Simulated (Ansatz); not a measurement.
Calculated with Ansatz (gas phase, PBE0-D4/def2-TZVP geometries, no zero-point term in ΔE). CCSD(T)/CBS is the MP2 limit (def2-TZVPP, def2-QZVPP) plus CCSD(T) − MP2 in def2-TZVPP, frozen cores. DFT in def2-TZVPP. def2 core potentials past Kr. For Se, Te outer-core shells are correlated without core-valence functions, which leaves a few kJ/mol of doubt a bond. Scalar relativity is left out up to krypton. One conformer a species, not always the lowest.

Reaction (ligand exchange at the Si–C bond): `[SiH3]C[SiH2][TeH]` + `O[SiH2][SeH]` → `O[SiH2][Se][SiH3]` + `C[SiH2][TeH]`

`[SiH3]C[SiH2][TeH]`:

```xyz
12

Si    0.974    0.038   -1.428
C    -0.083   -0.940   -0.222
Si   -1.230    0.099    0.822
Te   -0.074    2.039    1.893
H     2.157    0.613   -0.742
H     1.447   -0.854   -2.523
H     0.180    1.140   -2.033
H    -0.701   -1.653   -0.781
H     0.571   -1.526    0.430
H    -2.265    0.741   -0.030
H    -1.899   -0.728    1.860
H     0.922    1.030    2.754
```

`O[SiH2][SeH]`:

Cartesian coordinates in Å:
```
O 0.330 -1.561 0.340
Si -0.074 0.013 0.568
Se 0.876 1.424 -0.954
H 0.286 -1.908 -0.553
H -1.541 0.225 0.485
H 0.456 0.365 1.901
H -0.333 1.443 -1.786
```

`O[SiH2][Se][SiH3]`:

Z-matrix (Å, degrees):
```
Si
Se 1 2.280
O 1 1.640 2 112.7
H 1 1.488 2 106.8 3 -122.9
H 1 1.477 2 108.8 3 116.7
Si 2 2.278 1 93.9 3 100.1
H 3 0.959 1 117.7 2 -48.4
H 6 1.486 2 110.6 1 -51.1
H 6 1.483 2 111.3 1 70.0
H 6 1.483 2 106.5 1 -170.1
```

`C[SiH2][TeH]`:

```xyz
9

C     0.380   -1.136    0.339
Si    0.408    0.567   -0.425
Te   -1.884    1.472   -0.843
H     1.400   -1.505    0.478
H    -0.162   -1.835   -0.300
H    -0.112   -1.111    1.314
H     1.027    0.544   -1.777
H     1.169    1.511    0.435
H    -2.226    1.493    0.779
```

```json
{"level": "r2SCAN", "ΔE (kcal/mol)": "-15.9"}
{"level": "PBE0", "ΔE (kcal/mol)": "-16.0"}
```

Task: What does CCSD(T)/CBS give? (An estimate is asked.)

Result: Ansatz gave: -15.1 kcal/mol. The listed levels differ from it by -0.8, -0.9 kcal/mol.

Largest T1 diagnostic among the species: 0.011.

The D4 term adds +0.7 kcal/mol with B3LYP and +0.4 kcal/mol with PBE0; it sums over pairs of atoms, weighted by their polarisabilities, and B3LYP, whose exchange is more repulsive, gets the larger term. In def2-TZVPP, CCSD(T) changes the Hartree–Fock value by +2.1 kcal/mol (the triples alone add +0.1 kcal/mol) and MP2 by +1.2 kcal/mol.

B3LYP here is the variant with VWN-RPA as its local correlation; programs differ in this.
